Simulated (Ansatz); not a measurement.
Consider the formal exchange of groups at the Se–Si bond: `O[Si](O)(F)[SeH]` + `OC=C(Cl)Cl` → `O/C=C(/Cl)[SeH]` + `O[Si](O)(F)Cl`.

Computed with Ansatz on PBE0-D4/def2-TZVP structures; ΔE is electronic, products minus reactants. CBS: MP2 limit from def2 TZ/QZ plus the TZ coupled-cluster correction, frozen cores. This one scheme is used for every species. Functionals use def2-TZVPP. B3LYP here is the variant with VWN-RPA as its local correlation; programs differ in this. For Se outer-core shells are correlated without core-valence functions, which leaves a few kJ/mol of doubt a bond. Scalar relativity is left out up to krypton. Each species was taken in one conformer, which may not be the lowest.

```
             level  ΔE (eV)
          B3LYP-D4    -0.54
               PBE    -0.43
              PBE0    -0.48
SCS-MP2/def2-QZVPP    -0.62
```

Question: What does CCSD(T)/CBS give? (Estimate.)

Answer: Ansatz gave: -0.56 eV. The listed levels differ from it by 0.02, 0.13, 0.08, -0.06 eV.

Largest T1 diagnostic among the species: 0.012.

In def2-TZVPP, CCSD(T) changes the Hartree–Fock value by +0.07 eV (the triples alone add +0.02 eV) and MP2 by +0.04 eV. From PBE to PBE0 (25 % exact exchange), in def2-TZVPP and without D4, ΔE moves by −0.05 eV.
